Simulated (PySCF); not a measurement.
ReO4, SMILES [O]=[Re-](=[O])(=[O])=[O], charge -1, multiplicity 1. Atoms are numbered in the order given.

```xyz
5

Re     0.0000     0.0000     0.0000
O      1.0071     1.0071    -1.0071
O     -1.0071     1.0071     1.0071
O     -1.0071    -1.0071    -1.0071
O      1.0071    -1.0071     1.0071
```
Charge -1, spin multiplicity 1.

Coordinates come from a r2SCAN-D4/def2-SVPD optimisation. The multiplicity is an assumed one; other spin states were not compared. The isomer is the one that the SMILES or the coordinates give; other isomers of the formula were not compared. The def2 effective core potentials stand for the cores of Re; spin–orbit coupling is left out.

Calculation: r2SCAN-D4/def2-SVPD run with PySCF.

Frequencies are harmonic and unscaled.

Modes within 1.5 cm⁻¹ of each other (mostly degenerate sets) share a row, with their intensities summed.

```
mode  ν (cm⁻¹)  IR (km/mol)  moving atoms (share of kinetic energy)
----  --------  -----------  --------------------------------------
1–3        322         30.7                         O 86 %, Re 14 %
4–5        330          0.0                                 O 100 %
6–8        923        758.5                         O 88 %, Re 12 %
9          969          0.0                                 O 100 %
```
